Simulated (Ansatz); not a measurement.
Cost and result for the atomization energy of CH7GeNS, SMILES `SC[NH][GeH3]` (11 atoms, 10 bonds).

Z-matrix (Å, degrees):
```
C
N 1 1.427
S 1 1.843 2 117.8
H 1 1.093 2 110.7 3 -117.8
H 1 1.091 2 109.8 3 124.0
Ge 2 1.844 1 119.9 3 -76.7
H 2 1.011 1 111.8 3 60.1
H 3 1.343 1 96.9 2 69.4
H 6 1.536 2 106.0 1 -55.7
H 6 1.546 2 113.7 1 64.0
H 6 1.533 2 106.5 1 -175.1
```

The species carries charge 0 and has multiplicity 1. Correlated methods include outer-core shells of Ge, which these sets cover unevenly. Scalar relativity is left out up to krypton. Geometry: relaxed with PBE0-D4/def2-TZVP. It is one conformer, not always the lowest. Program: Ansatz. All runs use 4 threads of an Arm Neoverse V2 on a shared host. Times are those of one run each, without the atoms' runs, and a repeat can differ threefold. Electronic energies, without spin–orbit coupling; frozen cores. CCSD(T)/CBS adds CCSD(T) − MP2 in def2-TZVPP to the MP2 limit, and its time is that of the two runs behind it. T1 = 0.011. With those shells the extrapolation isn't a true limit. B3LYP takes the VWN-RPA correlation (the form of Gaussian; ORCA's B3LYP/G).

CCSD(T)/CBS is a level of theory with its own doubt, some kJ/mol a heavy atom from the limit and from the frozen cores, so smaller differences don't rank the functionals.

```csv
level,functions,atomization (kcal/mol),difference from CCSD(T)/CBS,per bond
ωB97X-V/def2-TZVPP,250,831.6,4.3,0.4
ωB97M-V/def2-TZVPP (with forces),250,826.8,-0.5,-0.1
PBE-D4/def2-TZVPP (with forces),250,836.3,9.0,0.9
MP2/def2-QZVPP,483,820.2,-7.1,-0.7
PBE0-D4/def2-TZVPP,250,823.1,-4.2,-0.4
CCSD(T)/CBS(def2),–,827.3,0.0,0.0
B2PLYP/def2-TZVPP,250,813.7,-13.6,-1.4
B3LYP-D4/def2-TZVPP (with forces),250,824.9,-2.4,-0.2
CCSD(T)/def2-TZVPP,250,805.4,-21.9,-2.2
r2SCAN-D4/def2-TZVPP (with forces),250,824.4,-2.9,-0.3
```

Question: Order the runs by time, with rough figures. (Estimate.)

Answer: The calculation gave: PBE-D4/def2-TZVPP (with forces) 2.2 s; PBE0-D4/def2-TZVPP 2.9 s; B3LYP-D4/def2-TZVPP (with forces) 4.3 s; r2SCAN-D4/def2-TZVPP (with forces) 4.4 s; B2PLYP/def2-TZVPP 5 s; ωB97X-V/def2-TZVPP 7 s; ωB97M-V/def2-TZVPP (with forces) 11 s; MP2/def2-QZVPP 20 s; CCSD(T)/def2-TZVPP 2.6 min; CCSD(T)/CBS(def2) 2.9 min.

From PBE to PBE0 (25 % exact exchange), in def2-TZVPP and without D4, the atomization energy moves by −12.3 kcal/mol: exact exchange takes away binding that semilocal exchange gives to molecules. In def2-TZVPP, CCSD(T) changes the Hartree–Fock value by +231.9 kcal/mol (the triples alone add +12.6 kcal/mol) and MP2 by +233.8 kcal/mol; breaking electron pairs costs correlation energy, which Hartree–Fock lacks. The D4 term adds +9.2 kcal/mol with B3LYP and +4.8 kcal/mol with PBE0; it sums over pairs of atoms, weighted by their polarisabilities, and B3LYP, whose exchange is more repulsive, gets the larger term.
